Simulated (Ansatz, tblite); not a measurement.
Isomers of Cu2I (doublet), found by a short tight-binding search and relaxed with r2SCAN-D4/def2-TZVP in Ansatz.

In the def2 sets I takes a core potential; there is no spin–orbit coupling. The xTB rows come from tblite. HSE06 is defined as in plane-wave codes, on full-range PBE exchange. Correlated methods freeze 22 core orbitals; core or outer-core shells of I are correlated, in sets that lack core-valence functions. In CCSD on the charge 0 doublet the largest single amplitude is 0.36, so its Hartree–Fock determinant may place the open shell otherwise than the density functionals do.

Other spin states were run for one of them alone.

A:

```xyz
3

Cu   -0.176   -2.277   -0.417
Cu    0.174    2.102    0.968
I     0.002    0.174   -0.552
```

B:

```csv
atom,x (Å),y (Å),z (Å)
Cu1,0.3821,0.2862,-1.2957
Cu2,-0.5278,1.0849,0.6701
I3,0.1457,-1.3712,0.6256
```

Question: Estimate their order by electronic energy at CCSD(T)/def2-TZVP, counted from the lowest.

Answer: B (0.0) < A (16.9), in kcal/mol.

Question: Do the other levels pick the same lowest one?

Answer: All that were run do. Energies above each level's lowest (kcal/mol):

```tsv
level	A	B
GFN1-xTB	37.0	0.0
GFN2-xTB	42.9	0.0
HF/def2-TZVP	13.3	0.0
PBE-D4/def2-TZVP	13.1	0.0
r2SCAN-D4/def2-TZVP	16.4	0.0
PBE0-D4/def2-TZVP	13.5	0.0
HSE06-D4/def2-TZVP	12.7	0.0
BHLYP-D4/def2-TZVP	12.8	0.0
MP2/def2-TZVP	18.4	0.0
CCSD/def2-TZVP	16.3	0.0
CCSD(T)/def2-TZVP	16.9	0.0
```
Point groups (tolerance 0.1 Å): A C2v, B C2v. Lower isomers may exist.
